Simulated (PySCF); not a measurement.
C6H8F2.
Numbering: `[CH2:1]=[CH:2][C:3](=[CH2:4])[C@@H:5]([F:6])[CH2:7][F:8]` (hydrogens: H9, H10 on C1; H11 on C2; H12, H13 on C4; H14 on C5; H15, H16 on C7)

The same species was optimised twice, with GFN2-xTB and with PBE0-D3(BJ)/def2-SVP (PySCF), and the same property calculations (PySCF, gas phase) were run on both structures.

| coordinate | GFN2-xTB | PBE0-D3(BJ)/def2-SVP | change |
| --- | --- | --- | --- |
| C5–C7 (Å) | 1.533 | 1.512 | -0.021 |
| C1=C2 (Å) | 1.329 | 1.341 | +0.012 |
| C3=C4 (Å) | 1.332 | 1.342 | +0.010 |
| C2–C3 (Å) | 1.457 | 1.463 | +0.006 |
| C5–F6 (Å) | 1.380 | 1.374 | -0.006 |
| C3–C5 (Å) | 1.511 | 1.508 | -0.003 |
| C2–C3–C5 (°) | 117.6 | 119.3 | +1.7 |
| C4–C3–C5 (°) | 121.0 | 119.7 | -1.3 |
| F6–C5–C7 (°) | 108.7 | 108.2 | -0.5 |
| C2–C3–C4 (°) | 121.4 | 121.0 | -0.4 |
| C1–C2–C3 (°) | 126.8 | 127.1 | +0.3 |
| C3–C5–F6 (°) | 110.3 | 110.6 | +0.3 |
| C3–C5–C7 (°) | 111.6 | 111.5 | -0.1 |
| C1–C2–C3–C4 (°) | -179 | 177 | -4 |
| C2–C3–C5–F6 (°) | 163 | 162 | -1 |
| C3–C5–C7–F8 (°) | 143 | 170 | +27 |

Rotational constants: A = 2381, B = 1735, C = 1124 MHz (GFN2-xTB) against A = 2612, B = 1572, C = 1101 MHz (PBE0-D3(BJ)/def2-SVP). Point groups within 0.08 Å: C1 and C1. End groups have turned between the structures, so F8, H15, H16 are left out of the comparison.

On the GFN2-xTB structure: lowest singlet, TDDFT (eV) 5.84 [PBE0/def2-SVPD]; isotropic polarisability (au) 76.5 [PBE0/def2-SVPD]; HOMO (eV) -7.25 [PBE0/def2-SVPD]; LUMO (eV) -1.26 [PBE0/def2-SVPD]; dipole (D) 2.37 [PBE0/def2-SVPD].

Task: What do these properties become on the PBE0-D3(BJ)/def2-SVP structure?

Result: 
```csv
property,level,on GFN2-xTB,on PBE0-D3(BJ)/def2-SVP,change
"lowest singlet, TDDFT (eV)",PBE0/def2-SVPD,5.84,5.71,-0.13
isotropic polarisability (au),PBE0/def2-SVPD,76.5,77.8,+1.3
HOMO (eV),PBE0/def2-SVPD,-7.25,-7.23,+0.02
LUMO (eV),PBE0/def2-SVPD,-1.26,-1.37,-0.11
dipole (D),PBE0/def2-SVPD,2.37,2.83,+0.46
"energy, GFN2-xTB geometry as zero (kcal/mol)",PBE0/def2-SVPD,0.0,-1.8,-1.8
```

The heavy atoms differ by 0.185 Å rms after alignment. Among the bonds compared C5–C7 changes most (-0.021 Å). Changes are differences of the printed values. Neither structure is proved a minimum here.

Shape of the structure used: `[CH2:1]=[CH:2][C:3](=[CH2:4])[C@@H:5]([F:6])[CH2:7][F:8]`: C1–C2–C3–C4 177°, C2–C3–C5–F6 162°, C3–C5–C7–F8 170°.
